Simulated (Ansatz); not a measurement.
Mo3H6S8, relaxed as a singlet with RKS r2SCAN-D4/def2-SVP in Ansatz, starting from the GFN2-xTB geometry. Force threshold 0.03 eV/Å.

In the def2 sets Mo takes a core potential; there is no spin–orbit coupling. The restricted singlet is unstable towards broken spin symmetry in Hartree–Fock (as tested in another run); at r2SCAN-D4/def2-SVP this wasn't settled.

Start:

```
atom   x (Å)   y (Å)   z (Å)
 Mo1   0.387  -0.675   0.176
 Mo2  -0.256   1.284  -1.296
 Mo3  -0.907   1.219   1.278
  S4  -1.194  -2.144  -0.015
  S5  -0.237   3.113   0.147
  S6   2.173  -1.646  -1.112
  S7   2.007  -0.809   1.923
  S8  -2.118   0.624  -2.454
  S9   1.482   1.390  -2.788
 S10  -3.113   0.618   1.261
 S11  -0.357   1.212   3.503
 H12   1.394  -2.167  -2.061
 H13   2.907  -1.683   1.479
 H14  -2.238  -0.670  -2.111
 H15   2.299   0.359  -2.497
 H16  -3.071  -0.680   0.902
 H17   0.840   0.655   3.665
```

```csv
step,energy (eV),largest force component (eV/Å),SCF passes
1,-92328.9954,1.240,34
2,-92329.3579,0.555,36
3,-92329.4462,0.332,32
4,-92329.4796,0.195,28
5,-92329.5080,0.184,28
6,-92329.5398,0.377,28
7,-92329.5730,0.526,28
8,-92329.6108,0.490,33
9,-92329.6510,0.335,33
10,-92329.7006,0.271,35
11,-92329.7505,0.341,32
13,-92329.8329,0.320,32
15,-92329.9169,0.218,32
17,-92330.0318,0.371,34
19,-92330.2370,0.565,36
21,-92330.4394,0.714,35
23,-92330.5238,0.560,31
25,-92330.5720,0.511,27
27,-92330.5973,0.194,28
29,-92330.6048,0.087,28
31,-92330.6066,0.032,28
33,-92330.6078,0.060,27
35,-92330.6085,0.026,30
```

Force components are those of the run's own axes.

End:

```xyz
17

Mo    0.531   -1.021   -0.414
Mo   -0.217    1.168   -1.235
Mo   -0.326    0.589    1.501
S    -1.063   -2.346   -0.954
S    -0.332    2.634    0.480
S     2.554   -1.196   -1.596
S     1.355   -1.244    1.892
S    -2.296    0.708   -2.037
S     1.352    1.736   -2.818
S    -2.467   -0.005    2.016
S     0.697    1.387    3.414
H     2.482   -2.549   -1.708
H     0.436   -2.221    2.118
H    -2.261   -0.672   -1.839
H     2.101    0.601   -2.979
H    -2.753   -0.225    0.696
H     0.208    2.658    3.462
```

Bonds formed: Mo3–S7 (atoms count from 1).

No frequencies were taken in this run, so the end may be a saddle point.

It took 2 min on 2 threads of AMD EPYC 7R13 on a shared host and a share (18 GiB) of an NVIDIA H100 80GB HBM3, peak host memory 0.95 GiB.
